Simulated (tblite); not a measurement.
Species: C₇H₄FO (doublet state).
Geometry (GFN2-xTB, Å), atoms numbered from 1 in this order:
```
atom  x, y, z in Å
O1     2.524   -1.589    0.345
C2     2.155   -0.505   -0.023
C3     0.744   -0.080   -0.044
C4    -0.270   -0.942    0.377
C5    -1.593   -0.557    0.362
C6    -1.930    0.724   -0.083
C7    -0.928    1.551   -0.490
C8     0.390    1.205   -0.491
F9     1.350    2.047   -0.900
H10    2.865    0.261   -0.377
H11    0.018   -1.926    0.716
H12   -2.369   -1.231    0.690
H13   -2.961    1.043   -0.102
```

The geometry is computed with GFN2-xTB (gas phase). This method treats the open shell by occupation alone, without spin polarisation.

Masses are those of the commonest isotopes; rigid-rotor values at the optimised geometry. The values belong to one conformer with, in the numbering `[O:1]=[CH:2][c:3]1[cH:4][cH:5][cH:6][c:7][c:8]1[F:9]`, O1–C2–C3–C4 0°.

Problem. What are A, B and C (GHz)?

Solution. Ia = 194.09, Ib = 313.93, Ic = 508.03 u·Å²; 505379 MHz·u·Å²/I gives 2604, 1610 and 994.8 MHz, that is A = 2.6038, B = 1.6098, C = 0.9948 GHz.

Problem. What kind of rotor is it?

Solution. An asymmetric top. Ray's parameter κ = (2B − A − C)/(A − C) = -0.235; −1 is the prolate and +1 the oblate limit.

Problem. What does the inertial defect say?

Solution. Planar: Δ = Ic − Ia − Ib = 0.00 u·Å². For a rigid frame Δ = −2 Σ m c², so it vanishes when all atoms lie in the ab plane; here none is more than 0.01 Å from it.

Problem. List the rotational levels J(Ka,Kc) to J = 3 (K).

Solution. Above 0(0,0), as E/k:
J = 1: 1(0,1) 0.125, 1(1,1) 0.173, 1(1,0) 0.202
J = 2: 2(0,2) 0.365, 2(1,2) 0.393, 2(1,1) 0.482, 2(2,1) 0.625, 2(2,0) 0.635
J = 3: 3(0,3) 0.706, 3(1,3) 0.718, 3(1,2) 0.893, 3(2,2) 1.000, 3(2,1) 1.044, 3(3,1) 1.318, 3(3,0) 1.320

Problem. Estimate the classical rotational partition function at 25 K, 50 K and 500 K.

Solution. Point group Cs, symmetry number σ = 1; q = (√π/σ)·√((kT/h)³/(ABC)), k/h = 20836.6 MHz/K: 10300 at 25 K, 29200 at 50 K, 923000 at 500 K.

For this open shell read J as N, the rotation without spin; fine and hyperfine splittings come on top. Its GFN2-xTB frequencies are all real (lowest 97 cm⁻¹). No vibrational averaging or centrifugal distortion is included, and the geometry carries the error of its method.

On one thread, Intel Xeon at 2.50 GHz (x86_64), shared host, this took 0.36 s wall. This is the geometry optimisation.
